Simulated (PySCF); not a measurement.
Geometries of 2 isomers of C5H7BCl2, from PBE0-D3(BJ)/def2-SVP geometry optimisation, gas phase in PySCF. One conformer each, no zero-point energy, no frequencies.

Question: Which isomer lies lower at this level?
A.
```xyz
15
angstrom
C     -1.619   -1.539    0.698
C     -0.748   -0.602    0.276
C     -1.144    0.829    0.075
C      0.629   -1.002    0.006
C      1.627   -0.193   -0.421
B      3.053   -0.690   -0.684
Cl     4.291    0.428   -1.237
Cl     3.514   -2.375   -0.450
H     -2.662   -1.297    0.915
H     -1.306   -2.577    0.837
H     -0.975    1.143   -0.967
H     -2.204    0.987    0.313
H     -0.545    1.498    0.713
H      0.856   -2.062    0.171
H      1.415    0.868   -0.590
```
B.
```xyz
15
angstrom
Cl     5.877    0.705    0.561
B      4.173    1.130    0.437
Cl     3.759    2.837    0.603
C      3.126    0.044    0.197
C      1.799    0.249    0.084
C      0.641   -0.691   -0.151
C     -0.323    0.518   -0.105
C      0.887    1.452    0.135
H      3.473   -0.993    0.107
H      0.506   -1.443    0.643
H      0.689   -1.230   -1.112
H     -0.867    0.705   -1.041
H     -1.051    0.491    0.718
H      1.084    2.201   -0.648
H      0.902    1.987    1.098
```

Answer: A. That is `B(/C=C/C(C)=C)(Cl)Cl`, 3.8 kcal/mol below the other.

```csv
SMILES,atoms numbered as above,E (Eh),relative (kcal/mol),relative (kJ/mol),dipole (D)
C=C(C)/C=C/B(Cl)Cl,[CH2:1]=[C:2]([CH3:3])/[CH:4]=[CH:5]/[B:6]([Cl:7])[Cl:8],-1139.05717,0.0,0.0,2.97
ClB(Cl)C=C1CCC1,[Cl:1][B:2]([Cl:3])[CH:4]=[C:5]1[CH2:6][CH2:7][CH2:8]1,-1139.05117,3.8,15.7,3.02
```

As drawn, the higher has a four-membered ring, which the lower lacks.
